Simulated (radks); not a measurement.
Results of a calculation; reference values are marked as such.
Ionisation of Cl, [Ne] 3s2 3p5, to Cl+, [Ne] 3s2 3p4, under several functionals. Scalar-relativistic Kohn-Sham, spin-unpolarised, spherical densities, finite nucleus; a radial shooting solver on a logarithmic mesh with Libxc functionals.

functional,E(Cl) (hartree),Exc (hartree),IE (eV),-e(HOMO) (eV),<r> HOMO (bohr),IE error (eV)
TASK exchange with Perdew-Wang LDA correlation,-461.44401,-28.09185,14.588,9.296,1.823,+1.621
SCAN,-461.65365,-28.30938,14.204,8.924,1.835,+1.236
MS2 meta-GGA,-461.60947,-28.26668,14.102,8.819,1.834,+1.134

NIST Atomic Spectra Database: 12.968 eV (measured). Closest: MS2 meta-GGA. The Delta-SCF values span 0.49 eV, the total energies 0.21 hartree. The highest occupied level is 3p. Spin polarisation and multiplet splitting are left out, so open shells lie too high by an amount that depends on their filling.

Beside tabulated values, note that spin-unpolarised runs miss the spin-polarisation part of the exchange energy of open shells.
